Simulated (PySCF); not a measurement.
## SMILES CC(=O)C1=CC=C[SiH2]1, C$_{6}$H$_{8}$OSi

Cartesian coordinates in Å; atom numbers follow the order of the lines, from 1:
```xyz
16

C    -2.5561   -0.0167   -0.4636
C    -1.5252    0.0851    0.6374
O    -1.8412    0.2132    1.8057
C    -0.1196    0.0251    0.2668
C     0.4086   -0.1133   -0.9673
C     1.8560   -0.1410   -1.0363
C     2.5071   -0.0258    0.1304
Si    1.2669    0.1428    1.5540
H    -2.4158    0.7933   -1.1762
H    -3.5547    0.0438   -0.0389
H    -2.4426   -0.9623   -0.9896
H    -0.1688   -0.2023   -1.8773
H     2.3409   -0.2493   -1.9971
H     3.5827   -0.0347    0.1859
H     1.3102   -0.9952    2.4666
H     1.3438    1.4460    2.2063
```

Method used: PySCF 2.14.0, TDDFT CAM-B3LYP/aug-cc-pVDZ excited states, vertical, gas phase. Geometry: GFN2-xTB.

Task: How strongly do the lowest singlets absorb one photon, and two photons of half the energy?

Result: δ for parallel linear polarisation; σ at the peak of a Lorentzian of half width 0.1 eV, single beam; Ω is circular over linear.
| state | E (eV) | f | photon λ (nm) | δ (au) | σ (GM) | Ω | main |
| --- | --- | --- | --- | --- | --- | --- | --- |
| S1 | 3.67 | 0.000 | 676 | 0.16 | 0.00 | 1.50 | HOMO−1→LUMO 0.85, HOMO−1→LUMO+7 0.10 |
| S2 | 4.07 | 0.156 | 609 | 66.3 | 0.40 | 0.77 | HOMO→LUMO 0.97 |
| S3 | 4.99 | 0.000 | 497 | 0.89 | 0.01 | 1.50 | HOMO−2→LUMO 0.95 |
| S4 | 5.83 | 0.002 | 425 | 0.22 | 0.00 | 1.50 | HOMO−4→LUMO 0.79 |
| S5 | 6.06 | 0.003 | 409 | 24.6 | 0.33 | 1.50 | HOMO→LUMO+1 0.86 |

Among these, the strongest one-photon state is S2, the strongest two-photon state S2, with a dipole change of 1.0 D (relaxed, norm of the difference vector).
